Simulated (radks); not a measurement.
Results of a calculation; reference values are marked as such.
Task: Pm4+, configuration [Xe] 4f3. Level of theory: Dirac Kohn-Sham, PBE, spin-unpolarised, spherical densities, finite nucleus; open shells are shared between the two j in proportion to 2j + 1; Fermi nuclear charge, rms radius 4.962 fm (a radial shooting solver on a logarithmic mesh with Libxc functionals). Some entries of the table are withheld. Estimate them.

orbital,occ.,eigenvalue (eV),<r^2> (bohr^2),<r> (bohr)
1s1/2,2,-45025.32,0.0007318,0.02318
2s1/2,2,-7361.249,0.01150,0.09846
2p1/2,2,-6973.733,0.008392,(1)
2p3/2,4,-6413.624,0.009639,(2)
3s1/2,2,-1647.857,0.07747,0.2602
3p1/2,2,-1481.691,0.07257,0.2498
3p3/2,4,-1369.095,0.07984,0.2624
3d3/2,4,-1080.196,(3),0.2340
3d5/2,6,-1055.812,(4),0.2379
4s1/2,2,-369.4535,0.3937,0.5906
4p1/2,2,-306.0580,0.4164,0.6050
4p3/2,4,-281.1708,0.4552,0.6329
4d3/2,4,-176.6802,0.5266,0.6743
4d5/2,6,-172.2002,0.5417,0.6839
5s1/2,2,-84.9727,2.101,1.370
5p1/2,2,-66.5492,2.536,1.502
5p3/2,4,-62.5023,2.773,1.571
4f5/2,1.28571,-51.1552,0.9427,0.8684
4f7/2,1.71429,-50.5704,0.9590,0.8757
5d3/2,0,-36.7939,4.591,2.011
5d5/2,0,-36.2995,4.706,2.037
6s1/2,0,(5),(6),(7)
6p1/2,0,-25.3825,12.10,3.299
6p3/2,0,-24.4500,12.91,3.408

Result: 
(1) 2p1/2 <r> (bohr): 0.08245
(2) 2p3/2 <r> (bohr): 0.08897
(3) 3d3/2 <r^2> (bohr^2): 0.06451
(4) 3d5/2 <r^2> (bohr^2): 0.06656
(5) 6s1/2 eigenvalue (eV): -30.7278
(6) 6s1/2 <r^2> (bohr^2): 9.706
(7) 6s1/2 <r> (bohr): 2.958
